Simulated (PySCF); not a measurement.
Spinor energies of Au⁷⁰⁺ (gold, charge +70)

Start: [He] 2s2 2p5; 2p1/2 filled at m_j = -1/2, +1/2; 2p3/2 filled at m_j = -1/2, +1/2, +3/2. Calculated with PySCF 2.14 in an even-tempered Gaussian basis (16 s from 57 bohr⁻², ratio 2.4; 13 p from 74 bohr⁻², ratio 2.4; 5 d from 250 bohr⁻², ratio 2.6; 4 f from 380 bohr⁻², ratio 2.6): generalised Hartree-Fock with the X2C-1e Hamiltonian and a Gaussian nucleus; one run each with spin-orbit coupling (SO) switched off, then screened by Boettger's factors.

| spinor shell | electrons | ε, spin-free (eV) | ε, screened SO (eV) | weight of nominal j (screened SO) | rms radius, screened SO (bohr) |
| --- | --- | --- | --- | --- | --- |
| 1s1/2 | 2 | -88133.6 | -88092.9 | 1.000 | 0.0190 |
| 2s1/2 | 2 | -20834.6 | -20823.1 | 1.000 | 0.0752 |
| 2p1/2 | 2 | -18975.2 | -20349.7 | 1.000 | 0.0635 |
| 2p3/2 | 3 | -18975.2 | -18431.8 | 1.000 | 0.0709 |

```tsv
quantity	spin-free	screened SO
E (hartree)	-12101.57562	-12144.41971
M_J	3/2	3/2
⟨J²⟩	3.750	3.750
⟨L²⟩	2.000	2.034
⟨S²⟩	0.750	0.784
```

Each row is a mean over spinors that exchange with the open shell spreads, by up to 70.350 eV (2s1/2).

Breit and QED terms are absent; they matter most for the inner s and p1/2 levels.

Densities and radii are taken from the X2C orbitals without a picture-change correction, which distorts them close to the nucleus.

Without spin-orbit coupling the j labels of p, d and f shells carry no meaning; the spin-free column gives the mean over the occupied spinors of each nl shell.
